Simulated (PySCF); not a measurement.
The dipole of `CC(=O)CC(=O)OCC(=O)O` from its density and from atomic charges.

Coordinates (GFN2-xTB, Å) and charges (e) from the PBE0/pcSseg-1 density (PySCF):

```
atom       x       y       z  Mulliken      IAO  Hirshfeld  ESP-fitted
  C1  -2.783   0.569  -1.242   -0.2706  -0.4865    -0.1274     -0.6354
  C2  -2.479  -0.252  -0.027   +0.1448  +0.4066    +0.1772     +0.8028
  O3  -3.020  -1.288   0.251   -0.3354  -0.3960    -0.2323     -0.5218
  C4  -1.367   0.331   0.846   -0.2062  -0.3703    -0.0855     -0.6600
  C5  -0.044   0.021   0.184   +0.4550  +0.5337    +0.2225     +0.8262
  O6   0.303   0.417  -0.896   -0.4147  -0.4638    -0.2378     -0.5281
  O7   0.689  -0.801   0.943   -0.4467  -0.3212    -0.0884     -0.3980
  C8   1.968  -1.121   0.432   +0.0695  -0.1188    +0.0020     -0.0339
  C9   2.840   0.127   0.344   +0.4063  +0.5311    +0.2072     +0.6909
 O10   2.603   1.167   0.885   -0.3908  -0.4491    -0.2674     -0.5228
 O11   3.918  -0.100  -0.404   -0.3632  -0.4766    -0.1648     -0.6278
 H12  -1.849   0.822  -1.741   +0.1667  +0.1799    +0.0457     +0.1784
 H13  -3.263   1.498  -0.939   +0.1382  +0.1649    +0.0581     +0.1700
 H14  -3.441   0.028  -1.916   +0.1381  +0.1651    +0.0519     +0.1661
 H15  -1.473   1.414   0.907   +0.1688  +0.1776    +0.0653     +0.1978
 H16  -1.384  -0.123   1.835   +0.1621  +0.1816    +0.0533     +0.1829
 H17   1.895  -1.570  -0.564   +0.1571  +0.1741    +0.0541     +0.1115
 H18   2.413  -1.830   1.132   +0.1698  +0.1885    +0.0707     +0.1420
 H19   4.464   0.701  -0.468   +0.2514  +0.3792    +0.1961     +0.4593
```

Problem. Compute μ = Σ q r for each scheme (1 e·Å = 4.803 D) and compare with the dipole of the full density.

Solution. The full density gives (2.22, 0.64, -0.24) D, 2.32 D in size; dipole vectors point from the negative to the positive end.

```json
{"scheme": "Mulliken", "μx": "1.00", "μy": "0.51", "μz": "-0.82", "size (D)": "1.39", "share of the full size (%)": "60", "angle to the full dipole (°)": "32"}
{"scheme": "IAO", "μx": "2.05", "μy": "0.40", "μz": "-0.17", "size (D)": "2.09", "share of the full size (%)": "90", "angle to the full dipole (°)": "5"}
{"scheme": "Hirshfeld", "μx": "1.76", "μy": "-0.03", "μz": "-0.11", "size (D)": "1.77", "share of the full size (%)": "76", "angle to the full dipole (°)": "17"}
{"scheme": "ESP-fitted", "μx": "2.22", "μy": "0.64", "μz": "-0.24", "size (D)": "2.33", "share of the full size (%)": "100", "angle to the full dipole (°)": "0"}
```

Problem. Which set comes closest?

Solution. Length of the difference vector: ESP-fitted 0.01 D, IAO 0.31 D, Hirshfeld 0.82 D, Mulliken 1.36 D. Closest: ESP-fitted. 

Problem. What is left for the Hirshfeld atoms' own dipoles?

Solution. The Hirshfeld atoms' densities add up to the full density, so μ = Σ q r + Σ (atomic dipoles). The atomic dipoles sum to (2.22, 0.64, -0.24) − (1.76, -0.03, -0.11) = (0.46, 0.67, -0.13) D, 0.82 D in size.

Problem. With the origin at the mean of the coordinates, (-0.001, 0.000, -0.023) Å, which are the largest single terms, by size, of the IAO dipole along the direction of the full one?

Solution. O11 -8.60, H19 +8.21, C9 +6.92, O3 +6.22, O10 -5.86 D; all 19 atoms together +2.08 D. The single terms depend on the origin, their sum doesn't.

Problem. Give the size of the full dipole in other units.

Solution. 2.32 D = 0.914 au = 0.484 e·Å = 7.75 × 10⁻³⁰ C·m.

One conformer (not necessarily the lowest) at the GFN2-xTB geometry, without solvent, vibrations or thermal averaging.
